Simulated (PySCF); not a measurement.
**Stretching HgC⁺**

Set-up: PySCF, scalar-relativistic core potentials, basis sets Hg def2-SVP with ECP60, C def2-SVP. Energies in eV from Hg⁺ + C in their ground configurations at the same level. State: ²Π (doublet), unpaired electrons π ↑.

All columns are TPSS. A positive dipole points towards C; it is taken about the centre of mass and depends on that origin.

```tsv
R (Å)	E (eV)	μ (D)	Mulliken charge on Hg (basis-dependent)	HOMO (eV)	LUMO (eV)	Mayer bond order	⟨S²⟩
1.876	-1.752	0.33	0.82	-13.42	-12.40	1.36	0.75
1.963	-2.032	0.62	0.79	-13.45	-12.37	1.28	0.75
2.050	-2.181	0.92	0.76	-13.48	-12.34	1.21	0.75
2.116	-2.233	1.15	0.75	-13.49	-12.32	1.16	0.75
2.181	-2.246	1.39	0.73	-13.50	-12.30	1.12	0.75
2.246	-2.232	1.62	0.71	-13.52	-12.29	1.09	0.75
2.334	-2.181	1.94	0.70	-13.54	-12.27	1.05	0.76
2.443	-2.083	2.33	0.67	-13.56	-12.27	1.00	0.76
2.574	-1.941	2.81	0.65	-13.58	-12.27	0.95	0.77
2.748	-1.738	3.43	0.63	-13.60	-12.29	0.87	0.81
```

A fit through these points gives, at Re = 2.177 Å, μ = 1.37 D and dμ/dR = 3.59 D/Å; the reduced mass is 11.33 u.

Q: How strong is the fundamental in the double-harmonic approximation, I = 42.26·(dμ/dR)²/μred km/mol?

A: I = 42.26·(3.59)²/11.33 = 48.1 km/mol at TPSS.

These are scalar-relativistic numbers at best; spin–orbit coupling would shift them, the dissociation energy most. For an ion De counts to the pair picked by the measured ionisation energies or electron affinities, which need not be the lowest pair at this level. The state is the lowest determinant that a PBE0 search found; another state may lie lower at other levels.
